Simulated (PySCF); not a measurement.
Species: C₃HCl₂NO.
Bonds: Cl1–C2, C2–C3 (aromatic), C3–N4 (aromatic), N4–C5 (aromatic), C5–Cl6, C5–O7 (aromatic), C2–O7 (aromatic). Hydrogens: H8 on C3.

Definitions: NICS(0) = −σiso at the ring centroid; NICS(1) = −σiso and NICS(1)zz = −σzz at ±1 Å along the ring normal z. Level: GIAO PBE0/pcSseg-1 (PySCF, non-relativistic, gas phase) on the GFN2-xTB geometry, one conformer.

Ring bond lengths (Å), with Mayer bond orders in brackets: C2–C3 1.361 (1.56), C3–N4 1.366 (1.26), N4–C5 1.291 (1.64), C5–O7 1.347 (1.08), O7–C2 1.360 (1.02).

What do the NICS probes read (ppm)?

| ring | type | NICS(0) | NICS(1), two faces | NICS(1)zz, two faces | rms pucker (Å) | centre to ring atoms, mean (Å) |
| --- | --- | --- | --- | --- | --- | --- |
| C2–C3–N4–C5–O7 | 5-membered ring with N and O; formal bonds all aromatic | -10.7 | -9.1 / -9.1 | -22.2 / -22.2 | 0.00 | 1.14 |

What can be read from them?

- C2–C3–N4–C5–O7: mean NICS(1)zz -22.2 ppm, shielded. For a flat ring without four-coordinate atoms the NICS criterion counts such a value as aromatic.

How equal are the bonds by HOMA? Use HOMA with the parameters of Krygowski (1993).

- C2–C3–N4–C5–O7: HOMA 0.41; the largest term is that of O7–C2, α(R − Ropt)² = 1.41.

How shielded are the nuclei of the rings and their hydrogens (means over atoms taken as equivalent)?

| atoms | environment | σ isotropic (ppm) | principal values of the symmetric part, first atom (ppm) |
| --- | --- | --- | --- |
| C2 | aromatic C–Cl carbon | 39.1 | -29.7, 70.3, 76.7 |
| C3 | aromatic CH next to a ring nitrogen | 53.9 | -21.2, 58.2, 124.7 |
| N4 | pyridine-type nitrogen | -35.9 | -229.0, -84.4, 205.9 |
| C5 | aromatic C–Cl carbon | 32.6 | -38.7, 54.5, 82.0 |
| O7 | furan-type oxygen | -5.3 | -121.6, -43.1, 148.9 |
| H8 | aromatic hydrogen | 24.59 | 21.7, 24.6, 27.5 |
